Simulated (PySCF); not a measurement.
# Two-component Hartree-Fock for Pr (praseodymium, neutral)

Start: [Xe] 4f3 6s2; 4f5/2 filled at m_j = +1/2, +3/2, +5/2. Calculated with PySCF 2.14 in x2c-TZVPall-2c with one added diffuse shell each of s, p, d, f type (12s12p11d5f1g, 147 functions): generalised Hartree-Fock with the X2C-1e Hamiltonian and a Gaussian nucleus; one run each with spin-orbit coupling (SO) switched off, then screened by Boettger's factors.

| spinor shell | electrons | ε, spin-free (eV) | ε, screened SO (eV) | weight of nominal j (screened SO) | rms radius, screened SO (bohr) |
| --- | --- | --- | --- | --- | --- |
| 1s1/2 | 2 | -42193.1 | -42187.0 | 1.000 | 0.0275 |
| 2s1/2 | 2 | -6899.1 | -6897.2 | 1.000 | 0.111 |
| 2p1/2 | 2 | -6166.4 | -6504.2 | 1.000 | 0.0958 |
| 2p3/2 | 4 | -6166.4 | -6018.1 | 1.000 | 0.102 |
| 3s1/2 | 2 | -1534.8 | -1534.2 | 1.000 | 0.290 |
| 3p1/2 | 2 | -1297.6 | -1366.2 | 1.000 | 0.282 |
| 3p3/2 | 4 | -1297.6 | -1267.0 | 1.000 | 0.294 |
| 3d3/2 | 4 | -964.38 | -977.05 | 0.999 | 0.266 |
| 3d5/2 | 6 | -964.38 | -955.26 | 0.999 | 0.269 |
| 4s1/2 | 2 | -324.91 | -324.68 | 1.000 | 0.661 |
| 4p1/2 | 2 | -244.67 | -260.42 | 0.989 | 0.685 |
| 4p3/2 | 4 | -244.67 | -237.49 | 0.994 | 0.711 |
| 4d3/2 | 4 | -126.73 | -131.71 | 0.832 | 0.783 |
| 5s1/2 | 2 | -48.823 | -48.781 | 1.000 | 1.63 |
| 5p1/2 | 2 | -26.992 | -29.537 | 0.935 | 1.84 |
| 5p3/2 | 4 | -26.992 | -25.831 | 0.967 | 1.94 |
| 4f5/2 | 3 | -10.821 | -10.850 | 0.792 | 1.22 |
| 6s1/2 | 2 | -4.666 | -4.666 | 1.000 | 5.17 |

Task: Where does 4d5/2 lie, and what is the 4d spin-orbit splitting (screened SO)?

Result: At -123.19 eV, 8.521 eV above 4d3/2.

| quantity | spin-free | screened SO |
| --- | --- | --- |
| E (hartree) | -9231.09413 | -9235.41318 |
| M_J | 9/2 | 9/2 |
| ⟨J²⟩ | 27.756 | 26.924 |
| ⟨L²⟩ | 42.003 | 41.803 |
| ⟨S²⟩ | 3.753 | 3.739 |

The determinant has a definite M_J but mixes levels of different J.

Each row is a mean over spinors that exchange with the open shell spreads, by up to 9.338 eV (4d3/2).

Rows whose weight is well below 1 are mixtures of j = l ± 1/2: exchange outweighs spin-orbit coupling there, and the label is only the starting occupation.

Breit and QED terms are absent; they matter most for the inner s and p1/2 levels.

Densities and radii are taken from the X2C orbitals without a picture-change correction, which distorts them close to the nucleus.

Without spin-orbit coupling the j labels of p, d and f shells carry no meaning; the spin-free column gives the mean over the occupied spinors of each nl shell, and its ⟨J²⟩ belongs to a mixture of degenerate components.
